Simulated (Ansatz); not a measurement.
Reactions of C3H5FSi, SMILES `CC1=C[SiH]1F`.

Calculated with Ansatz (gas phase, PBE0-D4/def2-TZVP geometries, no zero-point term in ΔE). CBS: MP2 limit from def2 TZ/QZ plus the TZ coupled-cluster correction, frozen cores. def2 core potentials past Kr. For Ge, Te, Zr outer-core shells are correlated without core-valence functions, which leaves a few kJ/mol of doubt a bond. Scalar relativity is left out up to krypton. One conformer a species, not always the lowest.

**Question.** Order these by ΔE at CCSD(T)/CBS, lowest first. (An estimate is asked.)
A. `CC1=C[SiH]1F` + `O[SiH](F)[AlH2]` → `CC1=C[SiH]1[AlH2]` + `O[SiH](F)F`
B. `CC1=C[SiH]1F` + `[NH2][Zr]([Cl])([Cl])[Cl]` → `C[NH][Zr]([Cl])([Cl])[Cl]` + `F[SiH]1C=C1`
C. `CC1=C[SiH]1F` + `B[TeH]` → `B[Te]C` + `F[SiH]1C=C1`
D. `CC1=C[SiH]1F` + `N[CH](O)[GeH3]` → `CC1=C[SiH2]1` + `N[CH](O)[GeH2][F]`

**Answer.** A (-11.9 kcal/mol), C (+1.4 kcal/mol), B (+12.0 kcal/mol), D (+14.8 kcal/mol).

Largest T1 diagnostic: 0.015, for `[NH2][Zr]([Cl])([Cl])[Cl]`.
